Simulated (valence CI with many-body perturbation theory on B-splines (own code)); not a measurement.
**Level structure of Tc XXIII**

Level of theory: relativistic CI+MBPT: three valence electrons over a frozen Dirac-Fock core [Ar], a basis of 9 s, 9 p, 10 d, 8 f, 5 g, 3 h, 1 i functions for each j, with the one-electron correlation potential Σ1 (screened to all orders), the two-electron term Σ2, the three-electron term Σ3, Breit, model QED; selected single and double excitations, second order for the rest (own B-spline code, finite nucleus).

No measured levels were compared; by estimate terms of the open shell hold to 2 to 4 % of their energy, and close levels can change places. Only levels of the ground parity were solved; by the run's estimate the other parity begins above the list, which can be wrong where configurations are misplaced.

Levels 1 to 19 of 19, with energies above the lowest level, 3d3 4F_3/2. "Leading %" is the weight of the configuration and term that name the level; weights of strongly mixed levels are sums over their largest components and can fall short. Lifetimes count E1, E2, E3, M1 and M2 decay at the calculated energies, and are blank where another channel may lead or the interval is too uncertain; long ones can be off by a factor of two.

| No. | Configuration | Term | J | E (eV) | Leading % | Second component | g | Lifetime |
| --- | --- | --- | --- | --- | --- | --- | --- | --- |
| 1 | 3d3 | 4F | 3/2 | 0.000 | 88 | 11 % 3d3 2D | 0.454 |  |
| 2 | 3d3 | 4F | 5/2 | 2.477 | 96 |  | 1.032 | 3.21 ms |
| 3 | 3d3 | 4F | 7/2 | 4.666 | 91 | 8 % 3d3 2G | 1.208 | 4.74 ms |
| 4 | 3d3 | 4F | 9/2 | 6.352 | 73 | 23 % 3d3 2G | 1.262 | 18.0 ms |
| 5 | 3d3 | 4P | 3/2 | 7.730 | 52 | 32 % 3d3 2P | 1.431 | 1.36 ms |
| 6 | 3d3 | 4P | 1/2 | 8.700 | 76 | 24 % 3d3 2P | 2.195 | 8.38 ms |
| 7 | 3d3 | 2G | 7/2 | 10.940 | 89 | 8 % 3d3 4F | 0.921 | 633 μs |
| 8 | 3d3 | 2H | 9/2 | 11.422 | 55 | 24 % 3d3 2G | 1.044 | 862 μs |
| 9 | 3d3 | 4P | 5/2 | 11.981 | 92 | 7 % 3d3 2D | 1.562 | 1.84 ms |
| 10 | 3d3 | 2D | 3/2 | 13.484 | 49 | 38 % 3d3 4P | 1.170 | 279 μs |
| 11 | 3d3 | 2P | 1/2 | 14.408 | 76 | 24 % 3d3 4P | 1.136 | 669 μs |
| 12 | 3d3 | 2H | 11/2 | 15.598 | 100 |  | 1.088 | 2.08 ms |
| 13 | 3d3 | 2D | 5/2 | 16.628 | 91 | 5 % 3d3 4P | 1.211 | 470 μs |
| 14 | 3d3 | 2G | 9/2 | 17.177 | 53 | 41 % 3d3 2H | 1.039 | 415 μs |
| 15 | 3d3 | 2P | 3/2 | 19.295 | 59 | 30 % 3d3 2D | 1.196 | 297 μs |
| 16 | 3d3 | 2F | 7/2 | 20.888 | 97 |  | 1.133 | 769 μs |
| 17 | 3d3 | 2F | 5/2 | 20.958 | 89 | 10 % 3d3 2D | 0.893 | 919 μs |
| 18 | 3d3 | 2D | 5/2 | 31.297 | 89 | 9 % 3d3 2F | 1.175 | 133 μs |
| 19 | 3d3 | 2D | 3/2 | 31.313 | 99 |  | 0.800 |  |

Names give the largest LS component (configuration and term), which can be under half, so a name can repeat, a term be missing and a line seem to break the LS rules; names also repeat where a configuration has a term twice.

The ionisation energy to 3d2 3F_2 of the next ion comes out as 1033.3 eV (NIST: 1032 ± 4 eV (theoretical)). All 19 levels together are meant to be complete up to 32.564 eV.
